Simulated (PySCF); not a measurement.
# Spin-state energies of [Cr(H2O)6]2+

[Cr(H2O)6]2+: Cr(II) (d4), charge +2. The structure is a PBE0-D3(BJ)/def2-SVP, IEF-PCM water geometry optimised for multiplicity 5; coordination octahedral, point group C1, metal–donor distances 2.06–2.31 Å.

```
19

Cr    0.000    0.000    0.000
O    -0.002   -0.016    2.308
H     0.770    0.012    2.886
H    -0.768   -0.002    2.895
O    -0.008   -0.010   -2.307
H     0.757   -0.013   -2.896
H    -0.782   -0.016   -2.884
O     2.064    0.002    0.002
H     2.627    0.786   -0.041
H     2.633   -0.778   -0.010
O    -2.063   -0.004   -0.003
H    -2.634    0.776    0.006
H    -2.627   -0.789    0.005
O     0.001    2.059    0.006
H    -0.015    2.619    0.793
H    -0.026    2.631   -0.772
O    -0.005   -2.059    0.011
H    -0.007   -2.617    0.800
H     0.001   -2.634   -0.765
```

Method (PySCF 2.14, density fitting): CASSCF(4,5) with orbitals averaged over all microstates of the shell, strongly contracted NEVPT2 on the averaged canonical orbitals; basis x2c-TZVPall on the metal, x2c-SVPall elsewhere; spin-free X2C; IEF-PCM water; spin-orbit coupling by state interaction with the mean-field operator over all roots.

The unrestricted Kohn–Sham energies use the same basis, Hamiltonian, solvent and geometry. All energies are vertical, in cm⁻¹ above the lowest state with 2S+1 = 5; a negative value means that the lower spin is more stable. A dash marks a spin without a sound unrestricted solution.

```csv
method,2S+1 = 3,2S+1 = 1
BP86,7661,–
TPSSh,7860,–
B3LYP,8194,–
PBE0,10414,–
```

Problem. What do CASSCF and NEVPT2 in the d shell give?

Solution. 
| method | 2S+1 = 3 | 2S+1 = 1 |
| --- | --- | --- |
| CASSCF | 14475 | 24249 |
| NEVPT2 | 11682 | 20774 |

Problem. How does exact exchange act on the 2S+1 = 3 state?

Solution. From BP86 (0 % exact exchange) to PBE0 (25 %) it moves by +2753 cm⁻¹ against the high-spin state, so more exact exchange favours high spin, the usual trend.

The functionals differ in more than their exact exchange.

The active space of the d orbitals alone lacks metal–ligand bonding pairs, which usually tilts NEVPT2 towards high spin.
